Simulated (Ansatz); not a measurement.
Mulliken charges of `C[Si](Cl)(Cl)C#N` from PBE/def2-TZVPP in Ansatz (PBE0-D4/def2-TZVP geometry).

| atom | x (Å) | y (Å) | z (Å) | charge (e) |
| --- | --- | --- | --- | --- |
| C1 | -0.371 | -0.883 | 0.851 | -0.362 |
| Si2 | 0.356 | 0.022 | -0.574 | 0.534 |
| Cl3 | 2.381 | -0.146 | -0.620 | -0.166 |
| Cl4 | -0.427 | -0.601 | -2.342 | -0.166 |
| C5 | -0.019 | 1.824 | -0.439 | -0.267 |
| N6 | -0.274 | 2.941 | -0.317 | 0.047 |
| H7 | 0.047 | -0.505 | 1.787 | 0.128 |
| H8 | -0.149 | -1.949 | 0.771 | 0.125 |
| H9 | -1.455 | -0.748 | 0.866 | 0.128 |

By hand: the dipole of these point charges (1 e Å = 4.8032 D).

Σ q r = (-0.207, -0.297, 0.415) e Å, of length 0.551 e Å = 2.65 D.

How does the dipole of the full density compare? (Estimate.)

The calculation gave: (-0.043, -0.684, 0.251) e Å, 3.51 D; the point charges give 0.75 times that, at 38° from its direction.

Point charges leave out the atoms' own dipoles, such as those of lone pairs, and Mulliken's split depends on the basis, so the two needn't agree.
